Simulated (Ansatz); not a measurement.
A made-up structure of GeSiH5 (charge +1), closed shell:

```json
{"atom": "Si1", "x (Å)": "-0.3468", "y (Å)": "-1.2386", "z (Å)": "0.0565"}
{"atom": "Ge2", "x (Å)": "0.2826", "y (Å)": "1.0805", "z (Å)": "-0.0820"}
{"atom": "H3", "x (Å)": "0.0486", "y (Å)": "-2.1062", "z (Å)": "1.1895"}
{"atom": "H4", "x (Å)": "-1.1545", "y (Å)": "-1.9735", "z (Å)": "-0.9437"}
{"atom": "H5", "x (Å)": "-0.3213", "y (Å)": "1.6027", "z (Å)": "-1.3778"}
{"atom": "H6", "x (Å)": "-0.3175", "y (Å)": "1.6445", "z (Å)": "1.2065"}
{"atom": "H7", "x (Å)": "0.0114", "y (Å)": "-1.0855", "z (Å)": "1.4220"}
```

It is relaxed with PBE-D4/def2-SVP and then PBE0-D4/def2-TZVP (Ansatz 0.2.0). Atoms count as bonded within 1.22 times the sum of their covalent radii (H–H: 0.88 Å). The end point is not checked to be a true minimum.

Q: Does its bonding change? (Judge from chemistry; the calculation decides.)

A: By the calculation: No: no bond forms or breaks.

Where it ends: The first stage lowers the energy by 3.48 eV in 11 steps. It ends as GeSiH₅ ([SiH3][GeH2]), total charge +1:
Si1  (-0.457, -1.402, 0.387)
Ge2  (-0.050, 0.936, -0.028)
H3  (0.896, -1.865, 0.771)
H4  (-0.988, -1.956, -0.872)
H5  (-0.270, 1.667, -1.358)
H6  (0.484, 1.885, 1.053)
H7  (-1.413, -1.340, 1.517)
(Å)

Labels in which every atom is bracketed show which atoms are joined, not bond orders.

For scale, one of the runs: PBE0-D4/def2-TZVP relaxation, 115 basis functions, launched by `ansatz run in.yaml --threads 2 --pin off --events-out ev --progress --plain --max-ram 4352MiB`. The run took about 22 s on 2 CPU threads of an Arm Neoverse N1 (shared host).
